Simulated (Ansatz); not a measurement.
Basis sets compared for the cluster Si₂N₂O (the lowest singlet isomer of a short search). Total charge 0; singlet. Geometry r2SCAN-D4/def2-SVP. Ansatz on 4 threads of Arm Neoverse V2 on a shared host; times are rough, and most runs start from earlier orbitals.

```tsv
atom	x (Å)	y (Å)	z (Å)
Si1	0.803	-1.734	0.490
Si2	0.608	0.085	-1.030
N3	-0.762	1.953	0.927
N4	-0.324	1.113	0.321
O5	-0.325	-1.417	-0.707
```

The structure comes from a short search, and lower isomers may exist.

Binding counts from free atoms (Si triplet, N quartet, O triplet) in the same basis, without a counterpoise term.

```tsv
level	functions	energy (Eh)	HOMO (eV)	LUMO (eV)	binding per atom (eV)	wall time
PBE-D4/def2-SVP	78	-762.9010	-4.86	-3.37	4.38	0.55 s
PBE-D4/def2-TZVP (with forces)	167	-763.3282	-4.90	-3.47	4.40	1.2 s
r2SCAN-D4/def2-TZVP	167	-763.6507	-5.05	-3.40	4.07	2.3 s
PBE0-D4/def2-SVP	78	-762.9231	-5.65	-2.55	4.01	0.7 s
PBE0-D4/def2-TZVP	167	-763.3501	-5.65	-2.61	4.05	1.6 s
```

**Question.** Estimate the rows for PBE-D4/def2-TZVPD, r2SCAN-D4/def2-TZVPD, PBE0-D4/def2-TZVPD.

**Answer.** 
```json
{"level": "PBE-D4/def2-TZVPD", "functions": "200", "energy (Eh)": "-763.3300", "HOMO (eV)": "-4.94", "LUMO (eV)": "-3.51", "binding per atom (eV)": "4.40", "wall time": "1.6 s"}
{"level": "r2SCAN-D4/def2-TZVPD", "functions": "200", "energy (Eh)": "-763.6520", "HOMO (eV)": "-5.07", "LUMO (eV)": "-3.42", "binding per atom (eV)": "4.07", "wall time": "3.4 s"}
{"level": "PBE0-D4/def2-TZVPD", "functions": "200", "energy (Eh)": "-763.3516", "HOMO (eV)": "-5.68", "LUMO (eV)": "-2.65", "binding per atom (eV)": "4.06", "wall time": "2.1 s"}
```
